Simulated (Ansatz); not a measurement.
`FC[O][GaH][F]` at its PBE0-D4/def2-TZVP geometry, where that method's forces vanish. Total charge 0; spin multiplicity 1.

```xyz
8

F    -0.3825   -0.6832    0.9874
C    -1.1124    0.3473    0.2217
O    -0.1876    0.9446   -0.5337
Ga    1.2867   -0.1421   -0.3273
F     1.2447   -1.5060   -1.4230
H    -1.8643   -0.2297   -0.3276
H    -1.5537    0.9903    0.9900
H     2.5692    0.2788    0.4126
```

What forces (eV/Å) does ωB97M-V/def2-TZVPP give on these atoms in the Gaussian-basis code of Ansatz? (An estimate is asked.)

Ansatz gave: 
```
F1   0.132 -0.120  0.071
C2  -0.467  0.047  0.073
O3   0.127  0.118 -0.132
Ga4  0.209  0.078  0.151
F5  -0.020 -0.071 -0.055
H6   0.090  0.065  0.055
H7   0.055 -0.074 -0.090
H8  -0.127 -0.043 -0.073
```
